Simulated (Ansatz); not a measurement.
Program: Ansatz. Geometries: PBE0-D4/def2-TZVP. ΔE: electronic, gas phase. CCSD(T)/CBS adds triple-zeta CCSD(T) − MP2 to the extrapolated MP2 energy (def2 sets, frozen cores). This one scheme is used for every species. DFT in def2-TZVPP. HSE06 is defined as in plane-wave codes. For Ga outer-core shells are correlated without core-valence functions, which leaves a few kJ/mol of doubt a bond. Scalar relativity is left out up to krypton. One conformer a species, not always the lowest.

`[CH3][Ga]([F])[F]` + H₂S → `[F][Ga]([F])[SH]` + CH₄  (ligand exchange at a Ga–C bond)

Q: Is it downhill or uphill in electronic energy at CCSD(T)/CBS, and by how much? (An estimate is asked.)

A: Ansatz gave: Downhill: ΔE = -19.0 kcal/mol.

Q: What do these levels give: BLYP-D4, r2SCAN-D4, PBE0-D4, HSE06-D4, BHLYP-D4, ωB97M-V, PBE-QIDH, revPBE, BLYP, r2SCANh, SCS-MP2/def2-QZVPP, CCSD/CBS(def2)? (Best estimate.)

A: Ansatz gave: BLYP-D4 -19.7, r2SCAN-D4 -20.9, PBE0-D4 -20.2, HSE06-D4 -20.3, BHLYP-D4 -20.8, ωB97M-V -19.3, PBE-QIDH -20.5, revPBE -19.8, BLYP -19.3, r2SCANh -20.9, SCS-MP2/def2-QZVPP -19.7, CCSD/CBS(def2) -18.8 kcal/mol.

Largest T1 diagnostic among the species: 0.014.

Leaving LDA and LC-ωPBE aside and taking each functional with its dispersion term where it has one, the values, not all of them listed here, spread over 2.3 kcal/mol, from B97M-V to CAM-B3LYP-D4. LDA lies +1.1 kcal/mol from PBE without D4. In def2-TZVPP, CCSD(T) changes the Hartree–Fock value by +2.1 kcal/mol (the triples alone add −0.2 kcal/mol) and MP2 by +1.6 kcal/mol.
